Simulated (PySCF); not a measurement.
Species: C6H10OSi.
Atom-mapped SMILES: `[CH2:1]=[CH:2]/[CH:3]=[CH:4]/[CH:5]=[CH:6]/[O:7][SiH3:8]` (hydrogens: H9, H10 on C1; H11 on C2; H12 on C3; H13 on C4; H14 on C5; H15 on C6; H16, H17, H18 on Si8)

Geometry (GFN2-xTB, Å), atoms numbered from 1 in this order:
```
atom  x, y, z in Å
C1    -4.3603   -0.1391   -0.5711
C2    -3.1739    0.4373   -0.3851
C3    -1.9446   -0.2916   -0.2321
C4    -0.7486    0.2939   -0.0449
C5     0.4811   -0.4247    0.1077
C6     1.6619    0.1770    0.2940
O7     2.8007   -0.5189    0.4340
Si8    4.3494   -0.0760    0.6698
H9    -4.4642   -1.2107   -0.6184
H10   -5.2639    0.4349   -0.6809
H11   -3.0972    1.5166   -0.3406
H12   -2.0118   -1.3709   -0.2752
H13   -0.6841    1.3741   -0.0020
H14    0.4455   -1.5044    0.0696
H15    1.7453    1.2576    0.3390
H16    4.4794    0.6828    1.9159
H17    4.8154    0.7604   -0.4388
H18    4.9611   -1.3921    0.7141
```

Computed, not measured: TDDFT CAM-B3LYP/def2-SVPD, vertical, gas phase, core orbitals frozen in the response in PySCF.

Transition dipole moments from the ground state, in atomic units and in the frame of the coordinates above (overall signs are arbitrary), for the states with f of 0.002 or more among the lowest 8:

| state | E (hartree) | μx | μy | μz |
| --- | --- | --- | --- | --- |
| S1 | 0.1732 | -3.398 | -0.312 | -0.492 |
| S4 | 0.2254 | 0.025 | 0.006 | -0.177 |
| S5 | 0.2326 | -0.087 | -0.112 | -0.016 |
| S8 | 0.2458 | 0.149 | 0.003 | 0.022 |

**Question.** What oscillator strength does each state have?

**Answer.** f = (2/3) ΔE |μ|² with ΔE in hartree (27.2114 eV).

```csv
state,|μ|² (au),|μ| (D),f
S1,11.884,8.76,1.373
S4,0.032,0.46,0.005
S5,0.020,0.36,0.003
S8,0.023,0.38,0.004
```

**Question.** What is the point group, and which symmetry does each of these states have?

**Answer.** Cs. From a totally symmetric ground state, an allowed state transforms like the component of the dipole operator along its μ. Polarised normal to the mirror plane, so A″: S4. Polarised in the mirror plane, so A′: S1, S5 and S8.

**Question.** Which bond between heavy atoms lies closest to the direction of the S1 transition dipole?

**Answer.** O7–Si8, at 11° from it; next C1–C2 and C3–C4 at 20°.

**Question.** What peak molar absorption coefficient would the strongest computed level give as a lone Gaussian band 0.4 eV wide at half height?

**Answer.** ε(max) = 2.175×10⁸ f / FWHM, with the width in cm⁻¹. S1: 2.175×10⁸ × 1.3725 / 3226 ≈ 93000 L mol⁻¹ cm⁻¹.

One conformer stands for the species.
